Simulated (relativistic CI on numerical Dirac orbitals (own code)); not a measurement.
# L2,3 absorption of cobalt in several valence states

Computed multiplet spectra 2p⁶3dⁿ → 2p⁵3dⁿ⁺¹ (Dirac-Coulomb-Breit ions, Slater integrals scaled by 0.9, an assumed crystal field that grows with the charge, no charge transfer; 300 K; Lorentzian 0.4 eV and Gaussian 0.3 eV FWHM at both edges, so that L2 comes out sharper than in experiment). Peaks over 5 % are given in eV from the highest peak in the L3 region of each spectrum (height, largest 100). S of the lowest state is read from ⟨S²⟩, and the branching ratio is the share of L3, cut at the minimum between the edges.

Field parameters in Wybourne normalisation: Oh B⁴₀ = 21Dq, B⁴₄ = √(5/14) B⁴₀. The field is a parameter set, without covalency.

- Co²⁺ (d7, Oh, 10Dq = 15400 cm⁻¹): S = 1.50, high spin, branching ratio 0.81; peaks -4.0 (64), -2.1 (77), -1.5 (85), 0.0 (100), 1.5 (20), 2.8 (9), 3.5 (5), 12.0 (6), 13.3 (24), 14.3 (23), 15.1 (23), 16.4 (6)
- Co⁴⁺ (d5, Oh, 10Dq = 24400 cm⁻¹): S = 2.50, high spin, branching ratio 0.78; peaks -3.1 (35), -2.2 (11), 0.0 (100), 1.9 (20), 4.8 (7), 12.6 (11), 15.7 (15), 17.8 (10)
- Co⁵⁺ (d4, Oh, 10Dq = 28900 cm⁻¹): S = 1.93, high spin, branching ratio 0.69; peaks -4.4 (20), -3.5 (52), -1.6 (31), 0.0 (100), 2.1 (55), 4.1 (21), 5.4 (10), 9.8 (11), 11.4 (38), 12.4 (24), 14.5 (21), 16.0 (25), 16.4 (24), 18.0 (10), 19.2 (6)

Problem. What spin state follows for Co³⁺ in Oh, 10Dq = 19900 cm⁻¹, and does its branching ratio lie nearer 2/3 or nearer 0.8?

Solution. Co³⁺ (d6, Oh, 10Dq = 19900 cm⁻¹): S = 0.13, low spin, branching ratio 0.70; peaks -3.4 (7), -2.7 (12), 0.0 (100), 1.3 (26), 2.2 (38), 4.3 (8), 14.3 (44), 14.9 (19), 15.5 (18), 16.1 (15). High-spin states, above all those with an unquenched orbital moment, raise the ratio above the statistical 2/3; low spin and nearly empty shells keep it near or below 2/3.

The centroid of the whole edge, which also moves with the branching ratio, lies at 784.2 (Co²⁺), 788.7 (Co³⁺), 791.4 (Co⁴⁺), 796.5 (Co⁵⁺) eV in this ionic model, in steps of 2.7 to 5.1 eV. Compounds show about 1 to 2 eV a unit and lower energies for the high valences, since ligands screen the charge. The multiplet shape follows the d count and the spin state, and so serves as a fingerprint of valence. Real compounds of Co⁴⁺, Co⁵⁺ are mostly low spin, since covalency shrinks the Slater integrals more than this scale does. Co³⁺ lies at a spin crossover.
